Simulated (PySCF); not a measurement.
Molecule: SMILES C(=C(\C)[SiH3])/F, C₃H₇FSi.

Atom-mapped SMILES (the numbers label the heavy atoms): `[CH3:1]/[C:2]([SiH3:3])=[CH:4]/[F:5]` (H(Xn): hydrogen on atom n).

Geometry PBE0-D3(BJ)/def2-SVP throughout; GIAO in PySCF, gas phase, one conformer, non-relativistic; equivalent atoms averaged; functional PBE0.

For orientation, IGLO-III gives these absolute shieldings σ: C4 16.6, C2 68.4, C1 166.3, Si3 423.9, F5 275.3, H(C4) 24.24, H(Si3) 27.06, H(C1) 29.61 ppm.

A run gave: C4 48.5, C2 93.1, C1 180.4, Si3 495.4, F5 279.9, H(C4) 25.43, H(Si3) 28.57, H(C1) 30.78 ppm (absolute shieldings σ).

Question: Which basis set was used in that run?
A. pcSseg-2
B. 6-311+G(2d,p)
C. 6-31G
D. pcSseg-1

Answer: C. C4 tells them apart best: 6-31G gives 48.5, pcSseg-2 gives 15.7, 6-311+G(2d,p) gives 24.5, pcSseg-1 gives 20.1 ppm.
